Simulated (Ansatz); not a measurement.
`N#[C][GaH][F]` and `N#[C][GaH][OH]` differ in one atom or group.

Ansatz, PBE0-D4/def2-TZVP geometries, multiplicity 1. Each molecule was computed in one conformer, which needn't be the lowest.

Scalar relativity is left out up to krypton.

| property | `N#[C][GaH][F]` |
| --- | --- |
| size of the dipole moment (ωB97M-V/def2-TZVPP) / D | 3.33 |
| size of the dipole moment (B3LYP/def2-TZVPP) / D | 3.30 |
| HOMO energy (PBE/def2-TZVPP) / eV | -8.50 |
| HOMO energy (PBE0/def2-TZVPP) / eV | -10.13 |
| LUMO energy (B3LYP/def2-TZVPP) / eV | -2.86 |
| HOMO energy (B3LYP/def2-TZVPP) / eV | -9.89 |

Task: What does the change do to each property? (Estimate.)

Result: The calculation gave: 
```tsv
property	`N#[C][GaH][OH]`	shift
size of the dipole moment (ωB97M-V/def2-TZVPP) / D	4.78	1.45
size of the dipole moment (B3LYP/def2-TZVPP) / D	4.75	1.45
HOMO energy (PBE/def2-TZVPP) / eV	-8.05	0.45
HOMO energy (PBE0/def2-TZVPP) / eV	-9.53	0.60
LUMO energy (B3LYP/def2-TZVPP) / eV	-2.39	0.47
HOMO energy (B3LYP/def2-TZVPP) / eV	-9.30	0.59
```

With PBE0 the HOMO rises by 0.60 eV and the LUMO rises by 0.45 eV, so the gap narrows by about 0.15 eV. PBE moves the HOMO by 0.45 eV and ωB97M-V by 0.62 eV. The zero-point energy changes by 30.8 kJ/mol with +3 modes. Dipoles are sizes alone; their direction can turn.

B3LYP here is the variant with VWN-RPA as its local correlation; programs differ in this.
